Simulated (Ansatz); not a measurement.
Isolated molecules relaxed with PBE0-D4/def2-TZVP in Ansatz; ΔE leaves out vibrations. CCSD(T)/CBS adds triple-zeta CCSD(T) − MP2 to the extrapolated MP2 energy (def2 sets, frozen cores). This one scheme is used for every species, atoms too. Functionals use def2-TZVPP. Open shells (•) are unrestricted, without spin–orbit coupling. Spin–orbit coupling would lower the free atoms: a little for O, S; clearly for Ga. For Ga outer-core shells are correlated without core-valence functions, so the limit isn't a true one: a few kJ/mol of doubt a bond, and 10 to 20 or more in all where bonds break to atoms. Scalar relativity is left out up to krypton. Each species was taken in one conformer, which may not be the lowest.

Reaction (atomization): `[OH][GaH][SH]` → Ga• + 3 H• + O• + S•

| level | ΔE (eV) | difference from CCSD(T)/CBS |
| --- | --- | --- |
| revPBE-D4 | 18.05 | -0.57 |
| BLYP-D4 | 18.17 | -0.45 |
| r2SCAN-D4 | 18.57 | -0.05 |
| PBE0-D4 | 18.19 | -0.43 |
| r2SCANh-D4 | 18.39 | -0.23 |
| ωB97M-V | 18.46 | -0.16 |
| CCSD(T)/def2-SVP | 17.10 | -1.52 |
| MP2/def2-TZVPP | 18.49 | -0.13 |
| CCSD(T)/def2-TZVPP | 18.12 | -0.50 |
| MP2/CBS(def2) | 18.99 | 0.37 |
| CCSD(T)/CBS | 18.62 | 0 |

Largest T1 diagnostic among the species: 0.014.

At CCSD(T), def2-SVP lies −1.52 eV from the extrapolated value and def2-TZVPP −0.50 eV: correlation converges slowly with the basis, and small sets miss more of it in the bonded molecule than in its fragments. Leaving LDA and LC-ωPBE aside and taking each functional with its dispersion term where it has one, the values, not all of them listed here, spread over 1.02 eV, from BHLYP-D4 to B97M-V. LDA lies +2.87 eV from PBE without D4, its usual overbinding.

For atomizations the MP2-based limit and the directly extrapolated one differ by several kJ/mol either way, and by 10 to 25 for some Ge, Se and Sn compounds, so smaller differences from it don't rank the levels.
